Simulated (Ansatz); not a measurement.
Ideal-gas functions of C2H4AsN, SMILES `N=C1C[AsH]1` at 800 K and 1 bar, from an Ansatz frequency run at PBE0-D4/def2-TZVP.

Molar mass 116.98 g/mol, point group C1 (symmetry number 1), electronic degeneracy 1, moments of inertia 41.258, 150.023, 183.306 u Å². Harmonic wavenumbers (cm⁻¹, unscaled): 255, 326, 500, 544, 575, 659, 827, 886, 928, 985, 1057, 1210, 1406, 1827, 2197, 3127, 3218, 3397.

Use S(trans) = R[1.5 ln M + 2.5 ln T − 1.1517]; rotational temperatures θ = 24.2544 K / I; S(rot) = R[ln(√π/σ · √(T³/θAθBθC)) + 1.5]; for each mode x = 1.438777 ν̃/T, S = R[x/(eˣ − 1) − ln(1 − e⁻ˣ)] and H = RT x/(eˣ − 1); 1 cm⁻¹ = 0.0119627 kJ/mol; R = 8.31446 J/(mol·K).

Problem. By hand: the entropy, in J/(mol·K).

Solution. Translation 188.8. Rotation: θ = 0.5879, 0.1617, 0.1323 K, giving 118.8. Vibration, mode by mode: 14.87, 12.87, 9.47, 8.82, 8.40, 7.37, 5.74, 5.27, 4.96, 4.57, 4.12, 3.32, 2.51, 1.38, 0.81, 0.20, 0.17, 0.13, in all 95.0. Electronic 0.0. Sum 402.6 J/(mol·K).

Problem. By hand: H − E and G − E in kJ/mol, counted from the electronic energy.

Solution. Zero-point energy ½ × 23924 × 0.0119627 = 143.1; thermal vibration 43.2; translation, rotation and pV give 4 RT = 26.6. H − E = 212.9 kJ/mol, and G − E = 212.9 − 800 × 402.6/1000 = -109.2 kJ/mol.

Vibration gives 24 % of the entropy. The sum counts one conformer and one mirror image; others add a mixing term.
